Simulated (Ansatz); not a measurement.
# Ligand exchange: CH8O3Si2 + C2H8GeO3 → CH8O4Si2 + C2H8GeO2

Species: CH8O3Si2 `C[SiH](O)O[SiH2]O`, singlet; C2H8GeO3 `C[CH2][Ge]([OH])([OH])[OH]`, singlet; CH8O4Si2 `C[SiH](O)O[SiH](O)O`, singlet; C2H8GeO2 `C[CH2][GeH]([OH])[OH]`, singlet. The partners trade H for OH: Si–H and Ge–OH bonds give way to Si–OH and Ge–H.

Shapes, held fixed at every level: PBE0-D4/def2-TZVP. Flexible molecules stand in one conformer, not always the lowest. Programs: Ansatz 0.2.0. Electronic energies: no zero-point or thermal term.

```csv
level,kind,ΔE (kJ/mol)
HF/def2-TZVPP,Hartree–Fock,-64.5
r2SCAN-D4/def2-TZVPP,meta-GGA,-59.3
B3LYP-D4/def2-TZVPP,global hybrid,-59.3
wB97M-V/def2-TZVPP,range-separated hybrid,-58.9
wB97X-V/def2-TZVPP,range-separated hybrid,-55.6
B2PLYP/def2-TZVPP,double hybrid,-59.0
MP2/def2-TZVPP,perturbation theory,-55.6
```

MP2/def2-TZVPP gives ΔE = -55.6 kJ/mol; the levels span -64.5 to -55.6. The median of the levels is -59.0. No measured value is set beside it here. Relativity is left out for Ge. Outer-core shells of Ge are correlated, in sets that cover them unevenly.
